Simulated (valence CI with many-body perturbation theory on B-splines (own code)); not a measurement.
E1 line list for Gd XV

Computed by valence CI with perturbative core correlation (CI+MBPT): four valence electrons over a frozen Dirac-Fock core [Kr] 4d10, a basis of 7 s, 7 p, 7 d, 7 f, 4 g, 2 h functions for each j, with the one-electron correlation potential Σ1 (screened to all orders), the two-electron term Σ2, the three-electron term Σ3, Breit, model QED; selected single and double excitations, second order for the rest, scaled by the run's own slope (own B-spline code, finite nucleus).

No measured spectrum was set against this ion. As an estimate, terms of the open shell hold to a few per cent of their energy, and close levels can change places; configurations with another count of f electrons can be misplaced by thousands of cm⁻¹.

Lines 151 to 200 of 542 in falling wavelength, among levels below 149690 cm⁻¹, chosen from the strongest by gf and those to the six lowest levels. Wavelengths and rates use the calculated energies, so an error of 2000 cm⁻¹ moves a line at 3035 Å by 6.1 % and its rate by three times that or more. Electric multipoles are in the length gauge, E1 and E2 with the static RPA response of the core. Weak lines are less certain than strong ones. Lines between different terms over intervals too small for the method are left out, as are lines whose strength nearly cancels. Where a level lies close to another of its J and parity, the split of strength between their lines is uncertain. The highest levels of a list are the least certain.

Names give the largest LS component (configuration and term), which can be under half, so a name can repeat, a term be missing and a line seem to break the LS rules; names also repeat where a configuration has a term twice. Letters in brackets count levels of one name in rising energy.

```tsv
λ vac (Å)	Upper	Lower	A (s⁻¹)	S (a.u.)
3035	4f3 5s 3G°_5 [c]	4f2 5s2 1G_4	5.52e+02	8.38e-05
3012	4f3 5s 1G°_4	4f4 3F_4 [a]	6.90e+02	8.37e-05
3004	4f2 5s2 1D_2	4f3 5s 3F°_2 [a]	7.77e+02	5.19e-05
2973	4f4 3H_6 [a]	4f3 5s 3H°_5 [a]	3.46e+02	5.83e-05
2969	4f2 5s2 3F_4	4f3 5s 3I°_5 [a]	1.09e+02	1.27e-05
2962	4f4 3G_4 [d]	4f3 5s 3F°_4 [b]	3.65e+02	4.22e-05
2937	4f4 3P_2	4f3 5s 1D°_2 [b]	6.19e+02	3.87e-05
2932	4f3 5s 3F°_3 [c]	4f4 3F_2 [c]	5.95e+02	5.18e-05
2932	4f4 1F_3	4f3 5s 1F°_3 [a]	4.16e+03	3.62e-04
2927	4f2 5s2 3P_2	4f3 5s 3D°_3 [a]	1.59e+03	9.82e-05
2924	4f3 5s 3F°_2 [c]	4f4 3F_3 [c]	1.45e+03	8.95e-05
2918	4f4 3H_5 [b]	4f3 5s 3G°_4 [b]	2.41e+03	3.25e-04
2903	4f4 3H_4 [b]	4f3 5s 3G°_3 [b]	3.24e+03	3.52e-04
2893	4f4 3H_4 [a]	4f3 5s 3I°_5 [a]	1.00e+01	1.08e-06
2888	4f3 5s 3F°_4 [c]	4f4 3G_5 [a]	1.59e+03	1.70e-04
2887	4f4 5G_5	4f3 5s 5F°_4	3.54e+02	4.63e-05
2877	4f4 3I_6 [b]	4f3 5s 1H°_5 [b]	8.89e+02	1.36e-04
2876	4f4 1G_4 [c]	4f3 5s 1F°_3 [a]	1.23e+03	1.30e-04
2858	4f4 5G_6	4f3 5s 5F°_5	8.25e+02	1.24e-04
2854	4f4 3P_1 [b]	4f3 5s 3F°_2 [b]	1.60e+03	5.49e-05
2848	4f4 3G_4 [d]	4f3 5s 3F°_3 [b]	4.21e+02	4.32e-05
2843	4f3 5s 3F°_3 [c]	4f4 3G_4 [c]	1.26e+03	1.00e-04
2842	4f4 3K_8 [b]	4f3 5s 3L°_9	3.86e+03	7.44e-04
2833	4f4 3G_5 [b]	4f3 5s 3F°_4 [b]	6.94e+02	8.57e-05
2831	4f2 5s2 3P_1	4f3 5s 3P°_2	1.62e+03	5.45e-05
2825	4f2 5s2 3H_4	4f3 5s 5I°_4	6.91e+01	6.92e-06
2816	4f4 3G_5 [a]	4f3 5s 3I°_5 [b]	2.93e+02	3.55e-05
2812	4f3 5s 3F°_2 [c]	4f4 3F_2 [c]	3.45e+03	1.89e-04
2810	4f4 3K_6 [b]	4f3 5s 3L°_7	1.11e+03	1.58e-04
2806	4f2 5s2 3H_5	4f3 5s 5I°_6	1.06e+01	1.28e-06
2803	4f4 3G_5 [a]	4f3 5s 3I°_6 [b]	6.13e+02	7.33e-05
2787	4f4 3G_3 [a]	4f3 5s 5F°_2	5.32e+02	3.98e-05
2755	4f4 1L_8 [b]	4f3 5s 1L°_8	8.75e+03	1.54e-03
2744	4f4 3F_4 [a]	4f3 5s 3H°_5 [a]	4.40e+02	4.04e-05
2742	4f4 3P_2	4f3 5s 3F°_3 [b]	1.50e+03	7.61e-05
2704	4f4 1G_4 [a]	4f3 5s 3F°_4 [a]	1.31e+03	1.15e-04
2682	4f4 3K_7 [b]	4f3 5s 3L°_8	3.21e+03	4.59e-04
2678	4f2 5s2 1I_6	4f3 5s 3K°_7	3.32e+02	4.09e-05
2673	4f4 3P_1 [b]	4f3 5s 3D°_1 [c]	1.75e+03	4.94e-05
2664	4f4 3I_6 [a]	4f3 5s 3H°_6	5.46e+02	6.62e-05
2659	4f3 5s 3F°_4 [c]	4f4 3G_4 [b]	1.73e+03	1.45e-04
2657	4f2 5s2 3P_0	4f3 5s 3S°_1	3.69e+03	3.42e-05
2656	4f4 3K_8 [b]	4f3 5s 3L°_7	4.85e+02	7.63e-05
2652	4f4 1H_5 [b]	4f3 5s 1G°_4	2.56e+03	2.59e-04
2637	4f2 5s2 3P_2	4f3 5s 3D°_1 [a]	1.19e+03	5.41e-05
2624	4f2 5s2 1I_6	4f3 5s 1H°_5 [a]	1.46e+03	1.70e-04
2611	4f4 3I_7 [a]	4f3 5s 3H°_6	3.67e+02	4.84e-05
2582	4f4 3I_6 [b]	4f3 5s 1I°_6 [b]	9.39e+02	1.04e-04
2567	4f3 5s 3F°_3 [c]	4f4 3G_4 [b]	1.22e+03	7.16e-05
2567	4f4 3K_6 [b]	4f3 5s 3G°_5 [b]	2.95e+02	3.20e-05
```
